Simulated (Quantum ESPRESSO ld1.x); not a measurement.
Values are calculated unless marked as measured or tabulated.
Question: Successive ionisation energies (eV) of one element, from differences of total energies of ions in their ground configurations, starting at charge 0: 7.466, 14.409, 29.962, 40.219, 77.847, 96.907, 116.86. Code: ld1.x of Quantum ESPRESSO 7.5. Model: non-relativistic Kohn-Sham, LDA (Slater exchange, Perdew-Zunger correlation), spin-polarised, spherical densities, point nucleus; open shells are filled with parallel spins first; relativity is left out, which matters for an element this heavy. Which element is it?

Answer: Tin (Z = 50). The first species listed is Sn in [Kr] 4d10 5s2 5p2, the last Sn6+ in [Kr] 4d8.
